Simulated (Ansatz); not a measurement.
`O=C=[N][Ti]([N]=C=O)([N]=C=O)[N]=C=O` and `O=C=[N][Hf]([N]=C=O)([N]=C=O)[N]=C=O` differ in one element.

Ansatz, PBE0-D4/def2-TZVP geometries, multiplicity 1. Each molecule was computed in one conformer, which needn't be the lowest.

Elements past krypton have def2 core potentials. Scalar relativity is left out up to krypton.

```json
{"property": "HOMO–LUMO gap (ωB97M-V/def2-TZVPP) / eV", "`O=C=[N][Ti]([N]=C=O)([N]=C=O)[N]=C=O`": "9.60"}
{"property": "HOMO energy (B3LYP/def2-TZVPP) / eV", "`O=C=[N][Ti]([N]=C=O)([N]=C=O)[N]=C=O`": "-8.77"}
{"property": "LUMO energy (PBE/def2-TZVPP) / eV", "`O=C=[N][Ti]([N]=C=O)([N]=C=O)[N]=C=O`": "-4.23"}
{"property": "LUMO energy (B3LYP/def2-TZVPP) / eV", "`O=C=[N][Ti]([N]=C=O)([N]=C=O)[N]=C=O`": "-3.76"}
{"property": "HOMO–LUMO gap (PBE/def2-TZVPP) / eV", "`O=C=[N][Ti]([N]=C=O)([N]=C=O)[N]=C=O`": "3.43"}
{"property": "HOMO energy (PBE/def2-TZVPP) / eV", "`O=C=[N][Ti]([N]=C=O)([N]=C=O)[N]=C=O`": "-7.66"}
```

(1) Give the same properties after the change, and the shifts. (Best estimate.)

## Answers

(1) Ansatz gave: 
| property | `O=C=[N][Hf]([N]=C=O)([N]=C=O)[N]=C=O` | shift |
| --- | --- | --- |
| HOMO–LUMO gap (ωB97M-V/def2-TZVPP) / eV | 11.17 | 1.57 |
| HOMO energy (B3LYP/def2-TZVPP) / eV | -8.81 | -0.04 |
| LUMO energy (PBE/def2-TZVPP) / eV | -2.91 | 1.32 |
| LUMO energy (B3LYP/def2-TZVPP) / eV | -2.34 | 1.42 |
| HOMO–LUMO gap (PBE/def2-TZVPP) / eV | 4.76 | 1.33 |
| HOMO energy (PBE/def2-TZVPP) / eV | -7.67 | -0.01 |

B3LYP here is the variant with VWN-RPA as its local correlation; programs differ in this.
